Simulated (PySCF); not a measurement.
Geometry:
| atom | x (Å) | y (Å) | z (Å) |
| --- | --- | --- | --- |
| F1 | 3.649 | 0.589 | 0.063 |
| C2 | 2.320 | 0.624 | 0.118 |
| F3 | 1.925 | 1.831 | 0.510 |
| C4 | 1.529 | -0.400 | -0.176 |
| C5 | 0.096 | -0.353 | -0.114 |
| C6 | -0.876 | -1.244 | -0.363 |
| C7 | -1.984 | -0.290 | -0.028 |
| C8 | -0.868 | 0.745 | 0.261 |
| H9 | 1.996 | -1.324 | -0.481 |
| H10 | -0.889 | -2.269 | -0.684 |
| H11 | -2.588 | -0.566 | 0.835 |
| H12 | -2.643 | -0.036 | -0.856 |
| H13 | -0.860 | 1.610 | -0.398 |
| H14 | -0.806 | 1.082 | 1.293 |

Method: geometry from GFN2-xTB, GIAO PBE0/pcSseg-1 shieldings, in PySCF (no solvent model, one computed conformer, one averaged value for each set of equivalent atoms, non-relativistic).

Shifts are taken against calculated references (same method and geometry level): ¹³C and ¹H vs TMS; ¹⁹F against CFCl3.

```json
{"atoms": "C5", "nucleus": "¹³C", "count": "1", "δ (ppm)": "?"}
{"atoms": "C8", "nucleus": "¹³C", "count": "1", "δ (ppm)": "32.2"}
{"atoms": "H9", "nucleus": "¹H", "count": "1", "δ (ppm)": "?"}
{"atoms": "F3", "nucleus": "¹⁹F", "count": "1", "δ (ppm)": "-83.5"}
{"atoms": "H10", "nucleus": "¹H", "count": "1", "δ (ppm)": "6.26"}
{"atoms": "C6", "nucleus": "¹³C", "count": "1", "δ (ppm)": "139.8"}
{"atoms": "H13/H14", "nucleus": "¹H", "count": "2", "δ (ppm)": "2.80"}
{"atoms": "C7", "nucleus": "¹³C", "count": "1", "δ (ppm)": "30.5"}
{"atoms": "C2", "nucleus": "¹³C", "count": "1", "δ (ppm)": "?"}
{"atoms": "C4", "nucleus": "¹³C", "count": "1", "δ (ppm)": "84.8"}
{"atoms": "F1", "nucleus": "¹⁹F", "count": "1", "δ (ppm)": "?"}
{"atoms": "H11/H12", "nucleus": "¹H", "count": "2", "δ (ppm)": "2.58"}
```

Problem. Estimate the values marked ?.

Solution. 
- C2: 172.9 ppm, fully substituted alkene carbon
- C5: 145.8 ppm, fully substituted alkene carbon; as expected for a trigonal carbon in a double bond
- H9: 5.19 ppm, hydrogen on an alkene CH; attached to an sp2 carbon and in the plane of the double bond
- F1: -82.1 ppm, vinylic fluorine

Shifts are as computed. Against solution values, carbons near 30 ppm lie about +3 ppm off and those near 130 ppm about +5 ppm. Of 1309 compounds with measured shifts, 239 miss one by over three times the rms of a fit or turn the order of signals round; such compounds aren't used in these exercises. Unscaled 19F shifts against computed CFCl3 carry errors that often reach 10 to 50 ppm.
